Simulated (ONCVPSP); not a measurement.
## An all-electron radial function and its pseudo partner (magnesium)

Columns: radius, all-electron u(r) and pseudo u(r) of the 2p shell (level -46.55 eV) of magnesium in the configuration [He] 2s2 2p6 3s2; PBEsol, scalar-relativistic, ONCV scheme, ONCVPSP 4.0.1.

```
r (bohr)  all-electron  pseudo
   0.062        0.1428  0.0734
   0.125        0.4099  0.2749
   0.188        0.6689  0.5451
   0.250        0.8717  0.8089
   0.312        1.0144  1.0164
   0.375        1.1029  1.1445
   0.438        1.1441  1.1935
   0.500        1.1491  1.1863
   0.562        1.1284  1.1483
   0.625        1.0888  1.0959
   0.688        1.0370  1.0382
   0.750        0.9786  0.9785
   0.812        0.9163  0.9162
   0.875        0.8516  0.8515
   0.938        0.7872  0.7871
   1.000        0.7254  0.7253
   1.062        0.6661  0.6660
   1.125        0.6089  0.6088
   1.188        0.5551  0.5551
   1.250        0.5057  0.5056
   1.312        0.4598  0.4597
   1.375        0.4167  0.4166
   1.438        0.3771  0.3770
   1.500        0.3413  0.3413
   1.562        0.3086  0.3086
   1.625        0.2784  0.2784
```

Question: How many radial nodes do the two functions have?

Answer: The all-electron 2p function has n − l − 1 = 0; the pseudo-wave has 0.

Question: At about which radius was the pseudo-wave matched?

Answer: 0.80 bohr, where the columns begin to agree (steps of 0.06 bohr).

Question: Is the pseudo-wave norm-conserving?

Answer: Yes: the ONCV scheme keeps the norm inside the radius equal to the all-electron one, which fixes the energy derivative of the logarithmic derivative at the level.
